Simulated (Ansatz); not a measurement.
Gas-phase electronic energies from Ansatz, PBE0-D4/def2-TZVP geometries. CCSD(T)/CBS adds triple-zeta CCSD(T) − MP2 to the extrapolated MP2 energy (def2 sets, frozen cores). This one scheme is used for every species. Functionals use def2-TZVPP. def2 core potentials past Kr. For Ta outer-core shells are correlated without core-valence functions, which leaves a few kJ/mol of doubt a bond. Each species was taken in one conformer, which may not be the lowest.

Consider the ligand exchange at a Ta–O bond: `[CH3][Ta](=[NH])([OH])[OH]` + HCl → `[CH3][Ta](=[NH])([OH])[Cl]` + H₂O.

CCSD(T)/CBS gives -12.1 kJ/mol.

Task: Another level gave -0.9 kJ/mol. Which?
A. MP2/def2-TZVPP
B. r2SCAN0-D4/def2-TZVPP
C. LC-ωPBE/def2-TZVPP
D. PBE/def2-TZVPP

Result: C. LC-ωPBE -0.9, r2SCAN0-D4 -11.9, PBE -7.0, MP2/def2-TZVPP -17.3 kJ/mol.

Task: What do rigid-rotor, harmonic-oscillator terms from PBE0-D4/def2-TZVP frequencies (298.15 K, 1 bar) make of the CCSD(T)/CBS value? (An estimate is asked.)

Result: Ansatz gave: ΔZPE = +4.6 kJ/mol, ΔH = -5.7 kJ/mol, ΔS = 14 J/(mol·K), ΔG = -10.1 kJ/mol.

Largest T1 diagnostic among the species: 0.018.

Leaving LDA and LC-ωPBE aside and taking each functional with its dispersion term where it has one, the values, not all of them listed here, spread over 13.4 kJ/mol, from PBE-QIDH to CAM-B3LYP-D4. LDA lies +4.5 kJ/mol from PBE without D4. From PBE to PBE0 (25 % exact exchange), in def2-TZVPP and without D4, ΔE moves by −3.6 kJ/mol. At CCSD(T), def2-SVP lies +17.4 kJ/mol from the extrapolated value and def2-TZVPP +4.2 kJ/mol.

CCSD(T)/CBS has its own doubt, a few kJ/mol and more with outer-core shells, so smaller differences from it don't rank the levels.
